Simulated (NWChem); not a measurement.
Ionisation of C$_{4}$H$_{4}$N

```xyz
9

C     -0.4512     1.1678     0.0000
C      0.8893     0.8353     0.0000
N      0.9196    -0.5503     0.0000
C     -0.3604    -1.0574     0.0000
C     -1.2629     0.0106     0.0000
H      1.8043     1.4361     0.0000
H      1.7678    -1.1168     0.0000
H     -0.5420    -2.1387     0.0000
H     -2.3557    -0.0659     0.0000
```
Charge 0, spin multiplicity 2.

The numbers come from NWChem runs, not from measurements. The geometry was optimised at UPBE/def2-SVP, a minimum by its harmonic frequencies.

Basis set: def2-TZVP. −ε marks an orbital energy of the parent.

B3LYP has NWChem's definition, with VWN1-RPA local correlation. The structure started from a generated list of species. The unpaired electrons of the parent sit in orbitals of symmetry a' (Cs labels of the run); other states weren't searched. No SCF solution was tested for a lower state.

Task: For the first vertical ionisation energy, −ε(beta HOMO) of PBE gives 5.19 eV and −ε(beta HOMO) of B3LYP gives 6.00 eV. What do −ε(beta HOMO) of BP86, −ε(beta HOMO) of M06-2X, G0W0@PBE give?

Result: −ε(beta HOMO) of BP86: 5.29 eV; −ε(beta HOMO) of M06-2X: 7.28 eV; G0W0@PBE: 7.95 eV.
